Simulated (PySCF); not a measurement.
An equivalent PySCF input for C⁺ (carbon, charge +1), [He] 2s2 2p1, 2P determinant, with no relativity, point nucleus:

```python
from pyscf import gto, scf, dft, mp, cc
import basis_set_exchange as bse
mol = gto.M(atom="C 0 0 0", charge=1, spin=1, symmetry="D2h",
            basis=gto.basis.parse(bse.get_basis("def2-TZVPPD", elements=["C"], fmt="nwchem")))
mf = dft.UKS(mol, xc="LDA,VWN")
mf.irrep_nelec = {'Ag': (2, 2), 'B2u': (1, 0)}
mf.kernel()
```

It reaches the same state as the run whose output follows, with an energy that differs only through the grid. The run itself started from symmetry-adapted Hartree-Fock orbitals and held the occupation by maximum overlap, on a logarithmic radial grid, so the iterations belong to that start.

```
SCF conv_tol = 1e-09
number electrons alpha = 3  beta = 2
XC functionals = LDA,VWN
    P. A. M. Dirac.,  Math. Proc. Cambridge Philos. Soc. 26, 376 (1930)
    F. Bloch.,  Z. Phys. 57, 545 (1929)
    S. H. Vosko, L. Wilk, and M. Nusair.,  Can. J. Phys. 58, 1200 (1980)
cycle= 1 E= -37.0381371602995  delta_E= -0.00449  |g|= 0.0206  |ddm|= 0.0832
cycle= 2 E= -37.0381597447132  delta_E= -2.26e-05  |g|= 0.00248  |ddm|= 0.00735
cycle= 3 E= -37.0381605485171  delta_E= -8.04e-07  |g|= 0.000263  |ddm|= 0.00177
cycle= 4 E= -37.0381605820306  delta_E= -3.35e-08  |g|= 2.3e-05  |ddm|= 0.000342
cycle= 5 E= -37.0381605823013  delta_E= -2.71e-10  |g|= 1.18e-07  |ddm|= 2.6e-05
converged SCF energy = -37.0381605823013  <S^2> = 0.75116457  2S+1 = 2.0011642
```
